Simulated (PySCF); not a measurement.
**RbN: from constants to spectrum**

ROHF-CCSD(T) constants of RbN, ³Σ⁻ (triplet), unpaired electrons π ↑↑ (Rb def2-SVPD with ECP28, N def2-SVPD; scalar-relativistic core potentials (PySCF 2.14); masses 84.9118 and 14.0031 u):

```
ωe           : 220.8 cm⁻¹
ωexe         : 5.32 cm⁻¹
Be           : 0.17923 cm⁻¹
αe           : 0.00368 cm⁻¹
De to Rb + N : 0.313 eV
```

Question: What force constant and bond length do these constants imply?

Answer: Reduced mass μred = 12.021 u; k = 5.8918×10⁻⁷·μred·ωe² (u, cm⁻¹, mdyn/Å) = 0.345 mdyn/Å; Re = √(16.8576/(μred·Be)) (u, cm⁻¹, Å) = 2.797 Å.

Question: Estimate the centrifugal constant D from the Kratzer relation and find the Dunham coefficient a1.

Answer: D = 4Be³/ωe² = 4.72e-07 cm⁻¹; a1 = −1 − αeωe/(6Be²) = -5.22.

Correlated steps freeze 1 core orbital. The bond is weak. Basis-set superposition, not corrected here, can be much of De in a small basis, most of all at correlated wavefunction levels. Spin–orbit coupling is left out. The CCSD T1 diagnostic is raised, a sign that a single reference may not be enough here. The state is the lowest determinant that a PBE0 search found; another state may lie lower at other levels.
